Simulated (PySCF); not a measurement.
C₃H₅ClOSi, SMILES C#CC[Si@@H](O)Cl.

Geometry: B3LYP-D3(BJ)/def2-SVP. The structure was generated by enumeration; whether it is a known compound was not checked. The values are those of a single conformer.

Two levels are set side by side: TDA-PBE/def2-SVPD (PySCF) and TDA-ωB97X/def2-SVPD (PySCF). Vertical, same geometry. The lowest singlet is HOMO→LUMO 96 % with PBE and HOMO→LUMO+3 46 %, HOMO→LUMO+5 11 %, HOMO−1→LUMO+4 10 %, HOMO→LUMO+4 9 % with the other functional; states are paired by order. Differences are taken from unrounded values.

```tsv
quantity	TDA-ωB97X	TDA-PBE	TDA-PBE minus TDA-ωB97X
lowest singlet excitation (eV)	6.50	5.67	-0.83
lowest triplet excitation (TDA) (eV)	5.40	5.20	-0.21
```

Functionals without exact exchange tend to place singlet excitations lower, as here. Differences between two approximate levels are no errors against the true value.

Rough cost on one machine, each run with all the roots and properties that it gave: TDA-ωB97X against TDA-PBE about 6 times.
